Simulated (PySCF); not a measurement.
PySCF input for Bi(Cl)2(OH) (BiCl2HO), SMILES [OH][Bi]([Cl])[Cl], TDDFT-LC-ωPBE/def2-SVPD. Coordinates come from a PBE0-D3(BJ)/def2-SVP optimisation. The def2 effective core potentials stand for the cores of Bi; spin–orbit coupling is left out. The values are those of a single conformer.

```python
import numpy as np
from pyscf import gto, scf, dft, tdscf

mol = gto.M(
    atom='''
    Bi    0.28003540    0.34087027    0.00000000
    Cl   -0.27108357   -1.19728348   -1.84935471
    Cl   -0.27108358   -1.19728349    1.84935469
    O    -1.47039798    1.44113750    0.00000000
    H    -2.26291322    0.88630598    0.00000001
    ''',
    basis='def2-SVPD',
    ecp={'Bi': 'def2-svp'},
    charge=0,
    spin=0,
    symmetry=True,
    max_memory=1600,
    verbose=4,
)
mf = dft.RKS(mol, xc='lc_wpbe').density_fit(auxbasis='def2-universal-jkfit')
mf.grids.level = 3
mf.conv_tol = 1e-9
mf.max_cycle = 100
mf.kernel()
mf.grids = dft.Grids(mol).set(level=1).build(with_non0tab=True)  # coarser grid for the response kernel
td = tdscf.TDDFT(mf)
td.singlet = True
td.nstates = 10
td.conv_tol = 1e-4
td.kernel(x0=td.get_init_guess(mf, 15))
td.analyze()
tt = tdscf.TDA(mf)
tt.singlet = False
tt.nstates = 4
tt.conv_tol = 1e-4
tt.kernel(x0=tt.get_init_guess(mf, 9))
tt.analyze(verbose=3)
```

Program output:

```
PySCF version 2.14.0

[INPUT] verbose = 4
[INPUT] num. atoms = 5
[INPUT] num. electrons = 66
[INPUT] charge = 0
[INPUT] spin (= nelec alpha-beta = 2S) = 0
[INPUT] symmetry True subgroup None
[INPUT] Mole.unit = angstrom
[INPUT] Symbol           X                Y                Z      unit          X                Y                Z       unit  Magmom
[INPUT]  1 Bi     0.280035400000   0.340870270000   0.000000000000 AA    0.529190211183   0.644151454307   0.000000000000 Bohr   0.0
[INPUT]  2 Cl    -0.271083570000  -1.197283480000  -1.849354710000 AA   -0.512273704169  -2.262537870666  -3.494773909074 Bohr   0.0
[INPUT]  3 Cl    -0.271083580000  -1.197283490000   1.849354690000 AA   -0.512273723067  -2.262537889563   3.494773871280 Bohr   0.0
[INPUT]  4 O     -1.470397980000   1.441137500000   0.000000000000 AA   -2.778649476314   2.723355182840   0.000000000000 Bohr   0.0
[INPUT]  5 H     -2.262913220000   0.886305980000   0.000000010000 AA   -4.276286229458   1.674875564764   0.000000018897 Bohr   0.0

nuclear repulsion = 312.307972137885
point group symmetry = Cs
symmetry origin: [-6.14910887e-09 -1.49978267e-09 -4.94928277e-09]
symmetry axis x: [1.00000000e+00 1.77691119e-09 2.88538254e-09]
symmetry axis y: [ 1.77691119e-09 -1.00000000e+00  2.50734205e-09]
symmetry axis z: [ 2.88538255e-09 -2.50734166e-09 -1.00000000e+00]
num. orbitals of irrep A' = 71
num. orbitals of irrep A" = 46
number of shells = 47
number of NR pGTOs = 200
number of NR cGTOs = 117
basis = def2-SVPD
ecp = {'Bi': 'def2-svp'}


[settings echo left out]
init E= -1183.20223366417
HOMO (A") = -0.757392038314358  LUMO (A') = -0.610115370882246  gap/eV = 4.00760
cycle= 1 E= -1209.4473188863  delta_E= -26.2  |g|= 1.91  |ddm|= 13.4
HOMO (A') = -0.181950960647718  LUMO (A') = 0.0559433715524684  gap/eV = 6.47343
cycle= 2 E= -1209.92425344742  delta_E= -0.477  |g|= 1.41  |ddm|= 6.18
HOMO (A') = -0.389063980665261  LUMO (A') = -0.00108148220850812  gap/eV = 10.55754
cycle= 3 E= -1210.34867133358  delta_E= -0.424  |g|= 0.195  |ddm|= 1.96
HOMO (A') = -0.413683584265654  LUMO (A') = -0.0155340190266319  gap/eV = 10.83420
cycle= 4 E= -1210.35233152744  delta_E= -0.00366  |g|= 0.158  |ddm|= 0.319
HOMO (A') = -0.421885059796824  LUMO (A') = -0.0133949868783082  gap/eV = 11.11558
cycle= 5 E= -1210.35720442268  delta_E= -0.00487  |g|= 0.0215  |ddm|= 0.124
HOMO (A') = -0.420689358227095  LUMO (A') = -0.0130004202887419  gap/eV = 11.09378
cycle= 6 E= -1210.35735026879  delta_E= -0.000146  |g|= 0.00419  |ddm|= 0.0371
HOMO (A') = -0.421078849123061  LUMO (A') = -0.0129211359748573  gap/eV = 11.10654
cycle= 7 E= -1210.3573632886  delta_E= -1.3e-05  |g|= 0.000927  |ddm|= 0.0147
HOMO (A') = -0.420995105921073  LUMO (A') = -0.0128818532865353  gap/eV = 11.10533
cycle= 8 E= -1210.357363806  delta_E= -5.17e-07  |g|= 0.000255  |ddm|= 0.00282
HOMO (A') = -0.421042260781865  LUMO (A') = -0.012923109345411  gap/eV = 11.10549
cycle= 9 E= -1210.3573638508  delta_E= -4.48e-08  |g|= 6.97e-05  |ddm|= 0.000721
HOMO (A') = -0.421043298513397  LUMO (A') = -0.0129194223190208  gap/eV = 11.10562
cycle= 10 E= -1210.35736385539  delta_E= -4.58e-09  |g|= 1.56e-05  |ddm|= 0.000235
HOMO (A') = -0.421043725071091  LUMO (A') = -0.0129190997722053  gap/eV = 11.10564
cycle= 11 E= -1210.35736385565  delta_E= -2.59e-10  |g|= 5.13e-06  |ddm|= 5.68e-05
HOMO (A') = -0.421044062565176  LUMO (A') = -0.0129195424923238  gap/eV = 11.10563
Extra cycle  E= -1210.35736385566  delta_E= -1.91e-11  |g|= 2.52e-06  |ddm|= 1.29e-05
converged SCF energy = -1210.35736385566
tot grids = 29040


******** <class 'pyscf.tdscf.rks.TDDFT'> for <class 'pyscf.df.df_jk.DFSymAdaptedRKS'> ********
nstates = 10 singlet
deg_eia_thresh = 1.000e-03
wfnsym = None
conv_tol = 0.0001
eigh lindep = 1e-12
eigh level_shift = 0
eigh max_cycle = 100


Excitation energies (eV)
[5.88564339 5.96911537 6.05754103 6.22375763 6.56097307 6.58143203
 6.63002034 6.69087321 6.76202175 6.8510864 ]

** Singlet excitation energies and oscillator strengths **
Excited State   1:   A'      5.88564 eV    210.66 nm  f=0.0711
      31 -> 35        0.13570
      33 -> 34        0.65659
Excited State   2:   A"      5.96912 eV    207.71 nm  f=0.0019
      31 -> 34        0.21201
      32 -> 34        0.45655
      33 -> 35        0.45035
Excited State   3:   A"      6.05754 eV    204.68 nm  f=0.0025
      30 -> 35       -0.24727
      31 -> 34       -0.49170
      32 -> 34        0.36316
      33 -> 35       -0.15779
Excited State   4:   A'      6.22376 eV    199.21 nm  f=0.0103
      28 -> 34       -0.16516
      30 -> 34        0.50399
      31 -> 35        0.13748
      32 -> 35       -0.38940
      33 -> 36        0.10755
Excited State   5:   A'      6.56097 eV    188.97 nm  f=0.0262
      28 -> 34       -0.15289
      30 -> 34       -0.23345
      31 -> 35       -0.36941
      32 -> 35       -0.45002
      33 -> 34        0.18692
      33 -> 36       -0.13842
Excited State   6:   A"      6.58143 eV    188.38 nm  f=0.0489
      29 -> 34        0.12067
      29 -> 36       -0.16782
      30 -> 35        0.14528
      31 -> 34       -0.34545
      31 -> 36       -0.32783
      32 -> 34       -0.14654
      33 -> 35        0.37280
Excited State   7:   A"      6.63002 eV    187.00 nm  f=0.0404
      29 -> 34       -0.33908
      29 -> 36        0.30187
      30 -> 35        0.33010
      31 -> 34       -0.23968
      31 -> 36        0.25214
      33 -> 35        0.12941
Excited State   8:   A'      6.69087 eV    185.30 nm  f=0.0232
      29 -> 35       -0.24307
      30 -> 34        0.29376
      31 -> 35       -0.30547
      32 -> 35        0.18768
      33 -> 36       -0.45043
Excited State   9:   A"      6.76202 eV    183.35 nm  f=0.0164
      29 -> 34        0.51835
      29 -> 36        0.23975
      31 -> 36        0.29224
      33 -> 35        0.20323
Excited State  10:   A'      6.85109 eV    180.97 nm  f=0.0369
      27 -> 34        0.12626
      29 -> 35        0.11793
      30 -> 34        0.20473
      31 -> 35       -0.42712
      32 -> 35        0.17642
      33 -> 36        0.42463

** Transition electric dipole moments (AU) **
state          X           Y           Z        Dip. S.      Osc.
  1         0.4408      0.5463      0.0000      0.4927      0.0711
  2        -0.0000     -0.0000      0.1126      0.0127      0.0019
  3        -0.0000     -0.0000     -0.1292      0.0167      0.0025
  4        -0.0082     -0.2598     -0.0000      0.0676      0.0103
  5         0.1433      0.3773     -0.0000      0.1629      0.0262
  6        -0.0000     -0.0000      0.5508      0.3033      0.0489
  7         0.0000     -0.0000      0.4986      0.2486      0.0404
  8         0.2822     -0.2487     -0.0000      0.1415      0.0232
  9         0.0000     -0.0000      0.3144      0.0988      0.0164
 10        -0.3980      0.2482     -0.0000      0.2200      0.0369

WARN: ECP detected. Skipping calculation of transition velocity and magnetic dipole moments, which have not yet been implemented.



******** <class 'pyscf.tdscf.rks.TDA'> for <class 'pyscf.df.df_jk.DFSymAdaptedRKS'> ********
nstates = 4 triplet
deg_eia_thresh = 1.000e-03
wfnsym = None
conv_tol = 0.0001
eigh lindep = 1e-12
eigh level_shift = 0
eigh max_cycle = 100


Excitation energies (eV)
[4.97830295 5.22295856 5.54593753 5.66941736]

** Triplet excitation energies and oscillator strengths **
Excited State   1:   A'      4.97830 eV    249.05 nm  f=0.0000
Excited State   2:   A"      5.22296 eV    237.38 nm  f=0.0000
Excited State   3:   A"      5.54594 eV    223.56 nm  f=0.0000
Excited State   4:   A"      5.66942 eV    218.69 nm  f=0.0000
```

Self-consistency was reached.

Cost: very roughly 2.0 core-minutes.
